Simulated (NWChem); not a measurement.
**Basis-set dependence for H$_{6}$PSi$_{2}$**

```
P
Si 1 2.2612
H 2 1.4930 1 109.45
H 2 1.4970 3 109.02 1 -119.33
H 2 1.4974 3 109.07 4 -118.27
Si 1 2.2612 2 94.56 3 167.15
H 6 1.4930 1 109.45 2 167.15
H 6 1.4970 7 109.02 1 -119.33
H 6 1.4974 7 109.07 8 -118.27
```
Charge 0, spin multiplicity 2.

Program: NWChem. The geometry was optimised at UPBE0/def2-SVP, a minimum by its harmonic frequencies.

Hartree-Fock energies in Ha, correlation energies in mHa.

The correlated methods keep 15 core orbitals frozen. The Pople sets run with spherical d functions. The structure started from a generated list of species. The unpaired electrons of the parent sit in orbitals of symmetry b (C2 labels of the run); other states weren't searched. The stability of the SCF solutions was not checked. Open-shell Hartree-Fock references start from PBE0 orbitals. Coupled-cluster values serve here as a point of comparison, not as the truth.

```csv
basis,functions,UHF,UMP2,SCS-UMP2,CCSD on ROHF,CCSD[T] on ROHF,CCSD(T) on ROHF,CCSD on UHF,CCSD[T] on UHF,CCSD(T) on UHF
6-31G*,66,-922.02179,-242.1,-252.1,-302.1,-311.5,-311.3,-298.4,-307.7,-307.4
cc-pVDZ,84,-922.07971,-305.8,-320.4,-373.8,-384.7,-384.5,-369.8,-380.5,-380.2
```

From 6-31G* to cc-pVDZ the Hartree-Fock energy moves by -57.9 mHa and the UMP2 correlation energy by -63.7 mHa, which is 21 % of its value in the larger set.
